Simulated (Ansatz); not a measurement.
Coupled-cluster diagnostics for OsO₃⁻, Ansatz.

Geometry of the doublet (PBE-D4/def2-TZVPD):

Cartesian coordinates in Å:
```
Os -0.009 -0.044 0.071
O -0.618 -1.659 -0.143
O 0.173 0.879 -1.435
O 0.453 0.824 1.506
```

In the def2 sets Os takes a core potential; there is no spin–orbit coupling. Correlated methods freeze 3 core orbitals; core or outer-core shells of Os are correlated, in sets that lack core-valence functions. The structure comes from a short search, and lower isomers may exist.

Geometry of the charge -1 quartet (PBE-D4/def2-TZVPD):

```xyz
4

Os    0.000    0.000    0.000
O    -0.887    1.306    0.837
O     0.940   -1.190    0.946
O    -0.053   -0.116   -1.783
```

Problem. Estimate the CCSD(T) correlation energy, the shares of MP2 and (T), T1 and the reference's ⟨S²⟩ for: charge -1, doublet, own geometry in def2-SVPD; charge -1, quartet, own geometry in def2-SVPD; and the rough time on 4 threads of Intel Xeon on a shared host.

Solution. 
```json
{"state": "charge -1, doublet, own geometry", "basis": "def2-SVPD", "correlation (eV)": "-29.016", "MP2 share (%)": "99.1", "(T) share (%)": "5.7", "T1": "0.055", "⟨S²⟩ (pure)": "1.14 (0.75)", "wall time": "72 s", "remarks": "large T1, spin-contaminated"}
{"state": "charge -1, quartet, own geometry", "basis": "def2-SVPD", "correlation (eV)": "-28.038", "MP2 share (%)": "101.4", "(T) share (%)": "5.6", "T1": "0.030", "⟨S²⟩ (pure)": "3.83 (3.75)", "wall time": "27 s", "remarks": "–"}
```
Customary marks for T1 are 0.02 (closed shells), 0.045 (open shells) and about 0.05 (3d metals). T1 exceeds 0.02 in 2 of 2 rows and 0.045 in 1; the higher it lies, the less the single-reference result can be trusted.
